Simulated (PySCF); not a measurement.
H₂Se, optimised at HF/6-31G*:

```xyz
3

Se     0.0440     0.0764     0.1352
H      0.4676     0.1224    -1.2548
H     -0.7564    -1.1191    -0.0741
```

Computed with PySCF (xtb for GFN2) and rigid-rotor harmonic-oscillator thermochemistry at 1 bar. 6-31G* has spherical d functions here. All species are closed-shell singlets. B3LYP is the form with VWN-RPA correlation. Se: all electrons, no relativistic terms.

Question: List the harmonic frequencies (cm⁻¹, unscaled) at this level and at the other levels, each on its own geometry.

Answer: 
- HF/6-31G*: 1190, 2606, 2617
- B3LYP/6-31G*: 1087, 2413, 2432
- GFN2-xTB: 988, 2094, 2121
- PBE/def2-SVP: 1021, 2366, 2387
- PBE0/def2-TZVP: 1062, 2455, 2468
